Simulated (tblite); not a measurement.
C₃H₃F₄Se (doublet state).
Structure used (GFN2-xTB), in Å, numbered top down from 1:
```xyz
11
C3H3F4Se angstrom
F      2.459    1.046    0.380
C      2.272   -0.286    0.299
Se     0.950   -0.851   -0.875
C     -0.409    0.488   -0.328
C     -1.642   -0.256    0.117
F     -2.110   -1.058   -0.850
F     -1.407   -1.033    1.180
F     -2.642    0.571    0.452
H      3.209   -0.826    0.277
H     -0.011    1.080    0.496
H     -0.662    1.127   -1.175
```

Method: GFN2-xTB as coded in tblite; computed harmonic values from a numerical Hessian at the method's own geometry, unscaled. This tight-binding method is rough: wavenumbers can miss measured ones by several per cent, in bad cases by 10 to 20. One conformer, not necessarily the lowest. Open shells enter through the occupations alone, without spin polarisation, and single modes of such species can be off by tens of per cent. The optimisation stopped once no atom felt more than 0.01 eV/Å.

Lowest wavenumbers of the output (negative numbers stand for imaginary wavenumbers):
```
mode    cm-1
  1     -23.2
  2      43.6
  3      93.0
  4     122.4
  5     194.4
  6     277.0
  7     312.8
  8     334.0
  9     461.7
 10     468.8
 11     561.9
 12     577.5
 13     643.7
 14     695.0
 15     804.8
```

Q: Is this structure a minimum?

A: Not by this Hessian. 1 mode is imaginary beyond 20i (23i cm⁻¹), so at this level the point lies at or near a first-order saddle. The curvature is small, so loose convergence or finite differences may be the whole cause.

Q: Which atoms move in the imaginary mode?

A: 23i: F1 (fluorine bonded to C) 23 %, F7 (fluorine bonded to C) 21 %, F6 (fluorine bonded to C) 13 %, C4 (carbon bonded to C, Se and 2 H) 12 %. These are shares of the mass-weighted motion.

Q: What is the remedy?

A: Step along that mode in both directions, optimise again with tighter thresholds and repeat the frequencies. The zero-point energy of this point (35.2 kcal/mol) counts the 26 real modes alone, and thermal corrections from it aren't those of a minimum.

The run took 0.3 s on one thread of an Arm Neoverse V1, shared host. This covers the Hessian and the dipole derivatives.
